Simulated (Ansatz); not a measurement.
C₃H₁₂B₃P₃⁺, that is (MeBPH)3 ring with one electron fewer. Charge 1, multiplicity 2. Geometry PBE-D4/def2-SVP, that of the neutral singlet; atoms count from 1.

```xyz
21

B     0.235   -1.502   -0.136
C    -0.891   -1.893    0.882
P     2.035   -1.148    0.529
B     1.293    0.656    0.478
C     0.658    1.257    1.778
P     1.227    1.689   -1.176
B    -0.353    0.561   -1.375
C    -1.747    1.115   -0.925
P    -0.224   -1.277   -2.019
H    -0.720   -1.556    1.924
H    -0.849   -3.009    0.914
H    -1.922   -1.640    0.563
H     2.671   -1.093   -0.762
H     0.309    0.511    2.519
H     1.507    1.794    2.268
H    -0.124    2.023    1.609
H     2.119    0.843   -1.926
H    -2.161    1.586   -1.850
H    -2.485    0.344   -0.624
H    -1.710    1.923   -0.168
H     1.130   -1.181   -2.501
```

Problem. Estimate the Mulliken populations from the PBE0/def2-TZVP orbitals of Ansatz.

Solution. 
```json
{"atom": "B1", "charge (e)": "0.02", "spin (α − β)": "0.04"}
{"atom": "C2", "charge (e)": "-0.39", "spin (α − β)": "0.00"}
{"atom": "P3", "charge (e)": "0.11", "spin (α − β)": "0.43"}
{"atom": "B4", "charge (e)": "0.01", "spin (α − β)": "-0.02"}
{"atom": "C5", "charge (e)": "-0.39", "spin (α − β)": "0.00"}
{"atom": "P6", "charge (e)": "0.11", "spin (α − β)": "0.43"}
{"atom": "B7", "charge (e)": "0.02", "spin (α − β)": "0.04"}
{"atom": "C8", "charge (e)": "-0.39", "spin (α − β)": "0.00"}
{"atom": "P9", "charge (e)": "0.02", "spin (α − β)": "0.03"}
{"atom": "H10", "charge (e)": "0.17", "spin (α − β)": "0.00"}
{"atom": "H11", "charge (e)": "0.20", "spin (α − β)": "0.00"}
{"atom": "H12", "charge (e)": "0.17", "spin (α − β)": "0.00"}
{"atom": "H13", "charge (e)": "0.11", "spin (α − β)": "0.02"}
{"atom": "H14", "charge (e)": "0.17", "spin (α − β)": "0.00"}
{"atom": "H15", "charge (e)": "0.20", "spin (α − β)": "0.00"}
{"atom": "H16", "charge (e)": "0.17", "spin (α − β)": "0.00"}
{"atom": "H17", "charge (e)": "0.11", "spin (α − β)": "0.02"}
{"atom": "H18", "charge (e)": "0.20", "spin (α − β)": "0.00"}
{"atom": "H19", "charge (e)": "0.17", "spin (α − β)": "0.00"}
{"atom": "H20", "charge (e)": "0.17", "spin (α − β)": "0.00"}
{"atom": "H21", "charge (e)": "0.06", "spin (α − β)": "0.00"}
```
Mulliken values and Mayer orders depend strongly on the basis.

Problem. Where does the spin sit?

Solution. Summed by element: B 0.06, C 0.00, P 0.88, H 0.06, of 1 unpaired in all. Largest on single atoms: P3 0.43, P6 0.43, B7 0.04.

Problem. And the Mayer bond orders between bonded heavy atoms (over 0.3)?

Solution. B1–C2 1.16 (1.57 Å); B1–P3 0.94 (1.95 Å); B1–P9 1.04 (1.95 Å); P3–B4 1.00 (1.95 Å); B4–C5 1.17 (1.57 Å); B4–P6 1.00 (1.95 Å); P6–B7 0.94 (1.95 Å); B7–C8 1.16 (1.57 Å); B7–P9 1.04 (1.95 Å).
